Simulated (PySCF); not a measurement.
GeH3, SMILES [GeH3-], charge -1. Atoms are numbered in the order given.

```xyz
4

Ge     0.0000     0.0000    -0.0767
H      1.1607     0.6701     0.8184
H     -1.1607     0.6701     0.8184
H      0.0000    -1.3403     0.8184
```
Charge -1, spin multiplicity 1.

The structure is a stationary point at r2SCAN-D4/def2-TZVPD.

All values below come from HF/pcSseg-2 (PySCF).

GIAO shieldings, no solvent; atoms alike by connectivity are averaged. δ = σ(ref) − σ: ⁷³Ge against GeH4 (σ = 1766.1 ppm); ¹H against TMS (σ = 31.98 ppm), references at their B3LYP-D3(BJ)/def2-TZVP geometries, non-relativistic.

```json
[
 {"nucleus": "⁷³Ge", "atoms": "Ge1", "count": "1", "δ (ppm)": "-227.0"},
 {"nucleus": "¹H", "atoms": "H2, H3, H4", "count": "3", "δ (ppm)": "1.73"}
]
```
